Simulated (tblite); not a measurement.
Start geometry of `C=C/C=C/C=C/C=C\C#N` from a force field or distance geometry (Å):
```
atom  x, y, z in Å
C1     4.4219    0.1414    0.5742
C2     3.1480    0.3994    0.8694
C3     2.0400   -0.0973    0.0752
C4     0.7671    0.1662    0.3700
C5    -0.2816   -0.3739   -0.4811
C6    -1.5365   -0.0901   -0.1376
C7    -2.6809   -0.5536   -0.9154
C8    -3.9277   -0.2511   -0.5267
C9    -4.1642    0.5351    0.6589
N10   -4.3474    1.1779    1.6321
H11    5.1629    0.5473    1.2316
H12    4.7233   -0.4268   -0.2647
H13    2.9457    0.9881    1.7736
H14    2.3009   -0.6858   -0.8106
H15    0.5429    0.7579    1.2618
H16   -0.0803   -0.9629   -1.3605
H17   -1.7512    0.5046    0.7498
H18   -2.5097   -1.1631   -1.8116
H19   -4.7829   -0.6042   -1.1084
```

Question: What comes out of this run: tblite 0.8.0, GFN2-xTB geometry optimisation, gas phase?

Answer: 
```
atom  x, y, z in Å
C1     4.4989    0.1151    0.5376
C2     3.2287    0.3736    0.8492
C3     2.1108   -0.0907    0.0789
C4     0.8242    0.1679    0.3935
C5    -0.2840   -0.2957   -0.3726
C6    -1.5747   -0.0402   -0.0613
C7    -2.6745   -0.5101   -0.8381
C8    -3.9690   -0.2644   -0.5430
C9    -4.3723    0.4864    0.5696
N10   -4.7205    1.0986    1.4777
H11    5.3169    0.4769    1.1352
H12    4.7586   -0.4689   -0.3300
H13    2.9950    0.9628    1.7265
H14    2.3372   -0.6811   -0.8002
H15    0.5982    0.7584    1.2725
H16   -0.0588   -0.8864   -1.2526
H17   -1.8109    0.5485    0.8158
H18   -2.4428   -1.0997   -1.7163
H19   -4.7710   -0.6418   -1.1626
```

The energy falls by 31.6 kJ/mol over 66 L-BFGS steps, the largest force on an atom goes from 3.79 to 0.010 eV/Å, and the atoms move by 0.143 Å rms after alignment. The bond that changes most is C8–C9 (alkene CH carbon to nitrile carbon), which shortens by 0.041 Å. Bonds longer at the end by more than 0.005 Å: 6 of 18; shorter: 11. Among the angles that change most is C4–C5–C6, from 116.7° to 123.9°. Rotational constants go from 4365, 410.3, 375.1 to 5109, 382.7, 356.0 MHz. The orientation of the end geometry is arbitrary; only internal coordinates are fixed.

Hardware: one thread, Arm Neoverse V1 (aarch64), shared host with 32 logical CPUs at a one-minute load of 16. Cost: 0.46 s.

Its GFN2-xTB frequencies are all real (lowest 46 cm⁻¹). One conformer, not necessarily the lowest.

These are computed values.
